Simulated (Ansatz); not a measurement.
Reactions of `N=CC(N)=O`.

Calculated with Ansatz (gas phase, PBE0-D4/def2-TZVP geometries, no zero-point term in ΔE). CBS: MP2 limit from def2 TZ/QZ plus the TZ coupled-cluster correction, frozen cores. This one scheme is used for every species. DFT in def2-TZVPP. Each species was taken in one conformer, which may not be the lowest.

```
                                         reaction  CCSD(T)/CBS(def2) (eV)
        `N=CC(N)=O` + CH₃NH₂ → `CNC(N)=O` + `C=N`                       ?
`N=CC(N)=O` + `N[SiH3]` → `NC(=O)N[SiH3]` + `C=N`                   -0.09
           `N=CC(N)=O` + CH₃OH → `COC=N` + `NC=O`                   -0.04
              `N=CC(N)=O` + H₂O → `N=CO` + `NC=O`                    0.14
```

Problem. Fill in the missing values. (An estimate is asked.)

Solution. The calculation gave: `N=CC(N)=O` + CH₃NH₂ → `CNC(N)=O` + `C=N`: -0.14 eV.

Largest T1 diagnostic: 0.016, for `NC=O`.
